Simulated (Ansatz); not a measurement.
Consider the ligand exchange at a Ge–S bond: `[OH][Ge][SH]` + NH₃ → `[NH2][Ge][OH]` + H₂S.

Isolated molecules relaxed with PBE0-D4/def2-TZVP in Ansatz; ΔE leaves out vibrations. CCSD(T)/CBS is the MP2 limit (def2-TZVPP, def2-QZVPP) plus CCSD(T) − MP2 in def2-TZVPP, frozen cores. This one scheme is used for every species. For Ge outer-core shells are correlated without core-valence functions, which leaves a few kJ/mol of doubt a bond. Scalar relativity is left out up to krypton. Each species was taken in one conformer, which may not be the lowest.

```
        species  CCSD/def2-TZVPP energy (Eh)
 `[OH][Ge][SH]`                  -2549.69533
            NH₃                    -56.46834
`[NH2][Ge][OH]`                  -2207.22853
            H₂S                   -398.92311
```

**Question.** Work out ΔE.

**Answer.** ΔE = (-2207.22853) + (-398.92311) − (-2549.69533) − (-56.46834) = 0.01203 Eh = +7.5 kcal/mol. CCSD(T)/CBS gives +8.8 kcal/mol.

Largest T1 diagnostic among the species: 0.015.

Leaving LDA and LC-ωPBE aside and taking each functional with its dispersion term where it has one, the values, not all of them listed here, spread over 3.5 kcal/mol, from CAM-B3LYP-D4 to revPBE-D4. LDA lies −1.6 kcal/mol from PBE without D4. At CCSD(T), def2-SVP lies −2.4 kcal/mol from the extrapolated value and def2-TZVPP −0.8 kcal/mol. From BLYP to BHLYP (50 % exact exchange), in def2-TZVPP and without D4, ΔE moves by −1.3 kcal/mol.
